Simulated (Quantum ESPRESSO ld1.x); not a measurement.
Problem. Cu IV, configuration [Ar] 3d7 4f1 (not the ground configuration). Calculated with ld1.x of Quantum ESPRESSO 7.5: scalar-relativistic Kohn-Sham, LDA (Slater exchange, Perdew-Zunger correlation), spin-polarised, spherical densities, point nucleus; open shells are filled with parallel spins first. Some entries of the table are withheld. Estimate them.

orbital,occ.,eigenvalue (hartree),r(max) (bohr),<r^2> (bohr^2)
1s up,1,-326.965,0.03417,0.003667
1s down,1,-326.964,0.03417,0.003667
2s up,1,-41.4000,0.1970,0.06559
2s down,1,-41.3204,0.1969,0.06545
2p up,3,-36.0956,0.1583,0.05247
2p down,3,-36.0344,0.1582,0.05232
3s up,1,-6.52990,0.6098,0.5636
3s down,1,-6.39251,0.6106,0.5676
3p up,3,-4.95982,0.6127,0.6172
3p down,3,-4.82545,0.6139,0.6239
3d up,5,-2.41336,0.5722,(1)
3d down,2,-2.28248,0.5765,(2)
4f up,1,-0.44092,3.830,20.35
4f down,0,-0.39679,3.952,22.49

Solution. 
(1) 3d up <r^2> (bohr^2): 0.7993
(2) 3d down <r^2> (bohr^2): 0.8293
